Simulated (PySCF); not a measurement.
C₇H₁₃OP.
Atom-mapped SMILES: `[CH3:1][CH2:2][P@@:3]1(=[O:4])[CH:5]=[C:6]([CH3:7])[CH2:8][CH2:9]1`

Structure used (GFN2-xTB), in Å, numbered top down from 1:
```
atom  x, y, z in Å
C1     2.9224    0.4476   -0.7290
C2     2.0389   -0.4008    0.1718
P3     0.6879    0.6605    0.8453
O4     1.1799    1.8366    1.5730
C5    -0.4995    0.9168   -0.4956
C6    -1.5171    0.0641   -0.4219
C7    -2.6747    0.0042   -1.3597
C8    -1.4670   -0.9463    0.6979
C9    -0.4681   -0.4612    1.7468
H10    3.2598    1.3260   -0.1818
H11    2.3632    0.7845   -1.6003
H12    3.7925   -0.1116   -1.0684
H13    1.6171   -1.2502   -0.3660
H14    2.6073   -0.7699    1.0296
H15   -0.3982    1.6930   -1.2355
H16   -3.6028    0.1908   -0.8198
H17   -2.7457   -0.9890   -1.8026
H18   -2.5766    0.7395   -2.1537
H19   -1.1507   -1.9085    0.2839
H20   -2.4615   -1.0922    1.1261
H21   -0.9594    0.1607    2.4992
H22    0.0418   -1.2762    2.2599
```

NICS is the negative of the GIAO shielding at a point without a nucleus: at the ring centre (0) and 1 Å above and below it (1); zz is the component along the ring normal. Level: GIAO PBE0/pcSseg-1 (PySCF, non-relativistic, gas phase) on the GFN2-xTB geometry, one conformer.

Ring bond lengths (Å), with Mayer bond orders in brackets: P3–C5 1.809 (0.87), C5–C6 1.330 (1.81), C6–C8 1.509 (1.01), C8–C9 1.528 (1.01), C9–P3 1.846 (0.91).

Task: What do the NICS probes read (ppm)?

Result: 
```tsv
ring	type	NICS(0)	NICS(1), two faces	NICS(1)zz, two faces	rms pucker (Å)	centre to ring atoms, mean (Å)
P3–C5–C6–C8–C9	5-membered ring with P; formal bonds 1 double, 4 single	-3.0	-3.5 / -4.0	-2.3 / -2.9	0.11	1.35
```

Task: What can be read from them?

Result: 
- P3–C5–C6–C8–C9: mean NICS(1)zz -2.6 ppm, near zero. P3, C8, C9 have four or more neighbours, so the value isn't read as a sign of a π ring current.

Task: Give the inner angles of the rings and the Hirshfeld charges of the ring atoms.

Result: 
- P3–C5–C6–C8–C9: P3 92.1° (+0.423 e), C5 111.7° (-0.118 e), C6 116.4° (+0.031 e), C8 108.6° (-0.069 e), C9 105.5° (-0.115 e); sum 534.4° against 540° for a flat convex ring.

Task: What are the shieldings of the ring atoms and their hydrogens in the same run (means over atoms taken as equivalent)?

Result: 
```tsv
atoms	environment	σ isotropic (ppm)	principal values of the symmetric part, first atom (ppm)
P3	phosphoryl phosphorus	275.8	163.0, 239.5, 424.9
C5	alkene CH carbon	56.6	-43.1, 71.5, 141.5
C6	fully substituted alkene carbon	21.5	-98.6, 11.2, 151.8
C8	allylic carbon	151.6	134.4, 146.1, 174.3
C9	sp3 carbon bound to phosphorus	153.5	130.7, 154.8, 175.0
H15	vinylic hydrogen	25.52	23.7, 24.7, 28.2
H19	methylene hydrogen	29.63	25.9, 28.5, 34.5
H20	methylene hydrogen	29.41	24.2, 28.8, 35.2
H21	methylene hydrogen	29.74	25.4, 28.3, 35.6
H22	methylene hydrogen	29.91	26.6, 28.3, 34.8
```

On an Arm Neoverse V1 with one thread, shared host with 32 logical CPUs at a one-minute load of 10, this took 58 s (grids of density and orbitals included) and 1.1 GiB of memory at its peak. This is the whole shielding run at PBE0/pcSseg-1, SCF included.
